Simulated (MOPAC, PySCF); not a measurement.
[Zn(OH)(Br)], neutral singlet in the gas phase. 

Cartesian coordinates (Å):
```xyz
4

Zn     0.0573     0.0436    -0.0618
O     -0.9884     0.0870    -1.5038
H     -0.6423    -0.4788    -2.2209
Br     1.2549     0.0986     1.8281
```
Charge 0, multiplicity 1.

All levels are single points at this geometry (BP86-D3(BJ)/def2-SVP); Pople sets use spherical d functions. Orbital energies aren't observables, and empty levels follow the basis.

PBE-D3(BJ)/def2-TZVP in PySCF gives dipole (D) = 1.55.

Task: Estimate the dipole (D) from each of these levels: TPSSh-D3(BJ)/def2-TZVP in PySCF; B3LYP/3-21G in PySCF; PBE/6-31G* (LANL2DZ on Zn) in PySCF; SVWN5/6-31G* (LANL2DZ on Zn) in PySCF; PM6 in MOPAC.

Result: 
```csv
level,dipole (D)
TPSSh-D3(BJ)/def2-TZVP in PySCF,1.60
B3LYP/3-21G in PySCF,2.13
PBE/6-31G* (LANL2DZ on Zn) in PySCF,2.03
SVWN5/6-31G* (LANL2DZ on Zn) in PySCF,2.06
PM6 in MOPAC,2.12
```
